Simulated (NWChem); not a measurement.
Molecule: PbS, singlet; SMILES [S]=[Pb]

All runs: NWChem. Low-valent species are run as closed-shell singlets; no triplet was tried in these runs. def2 effective core potentials on Pb; no spin-orbit coupling. The level has its own optimisation.

Q: Estimate the computed values for BP86/def2-TZVP. Quantities: r Pb–S (Å); dipole (D).

A: 
```json
{
 "r Pb–S (Å)": "2.316",
 "dipole (D)": "3.86"
}
```
